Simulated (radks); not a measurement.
Question: The mean radii <r> (bohr) of the occupied orbitals of an atom or ion are listed with their occupations. Method: Dirac Kohn-Sham, LDA (Slater exchange, Perdew-Wang correlation), spin-unpolarised, spherical densities, finite nucleus; Fermi nuclear charge, rms radius of each element as measured or else 0.836 A^(1/3) + 0.57 fm; computed with a radial shooting solver on a logarithmic mesh with Libxc functionals.

orbital  occ.      <r>
1s1/2       2  0.01633
2s1/2       2  0.06812
2p1/2       2  0.05591
2p3/2       4  0.06470
3s1/2       2   0.1772
3p1/2       2   0.1675
3p3/2       4   0.1836
3d3/2       4   0.1595
3d5/2       6   0.1644
4s1/2       2   0.3918
4p1/2       2   0.3932
4p3/2       4   0.4278
4d3/2       4   0.4336
4d5/2       6   0.4447
5s1/2       2   0.8769
4f5/2       6   0.4645
4f7/2       8   0.4710
5p1/2       2   0.9397
5p3/2       4    1.034
5d3/2       4    1.319
5d5/2       6    1.365
6f5/2       1    9.033

Name the element and its charge. Open shells, if any, fill j = l - 1/2 first.

Answer: Z = 81, thallium, charge +2: Tl2+ in [Xe] 4f14 5d10 6f1. The 1s radius gives Z: for a bare nucleus <r> = (2 gamma + 1)/(2Z) with gamma = sqrt(1 - (Z/c)^2), 0.01613 bohr for Z = 81, and screening makes it slightly larger (0.01633 here). The occupations add up to 79, and the charge is Z minus that.
